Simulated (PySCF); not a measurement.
Successive ionisation energies of neodymium

Calculated with PySCF 2.14, two-component X2C-1e (Gaussian nucleus, no Breit or QED terms), each ion in its own even-tempered basis; GMP2 freezes the deep shells of the larger ions and drops the highest virtual spinors; eV.

```
  ion  configuration  GHF (spin-free)  GHF (screened spin-orbit)  GMP2 (screened spin-orbit)       NIST         kind
Nd⁴⁴⁺   [Ne] 3s2 3p4           3594.6                     3568.9                      3569.2   3567 ± 4  theoretical
Nd⁴⁵⁺   [Ne] 3s2 3p3           3717.8                     3664.5                      3664.9   3662 ± 4  theoretical
Nd⁴⁶⁺   [Ne] 3s2 3p2           3810.5                     3893.3                      3895.2   3891 ± 4  theoretical
Nd⁴⁷⁺   [Ne] 3s2 3p1           3904.8                     4000.8                      4001.0   3997 ± 4  theoretical
Nd⁴⁸⁺       [Ne] 3s2           4201.2                     4201.0                      4204.7   4198 ± 4  theoretical
Nd⁴⁹⁺       [Ne] 3s1           4303.7                     4303.5                      4304.2   4302 ± 4  theoretical
Nd⁵⁰⁺           [Ne]           9915.4                     9751.0                      9752.5   9742 ± 4  theoretical
Nd⁵¹⁺   [He] 2s2 2p5          10169.8                    10010.9                     10012.5  10002 ± 4  theoretical
Nd⁵²⁺   [He] 2s2 2p4          10426.9                    10296.4                     10296.3  10288 ± 4  theoretical
Nd⁵³⁺   [He] 2s2 2p3          10771.0                    10563.6                     10563.4  10555 ± 5  theoretical
Nd⁵⁴⁺   [He] 2s2 2p2          11034.6                    11397.8                     11400.1  11384 ± 5  theoretical
Nd⁵⁵⁺   [He] 2s2 2p1          11301.3                    11705.7                     11703.6  11694 ± 5  theoretical
```

Question: Where is the largest relative jump?

Answer: From Nd⁴⁹⁺ to Nd⁵⁰⁺: 4304.2 to 9752.5 eV, where the electron removed from [Ne] comes from a deeper shell or subshell.
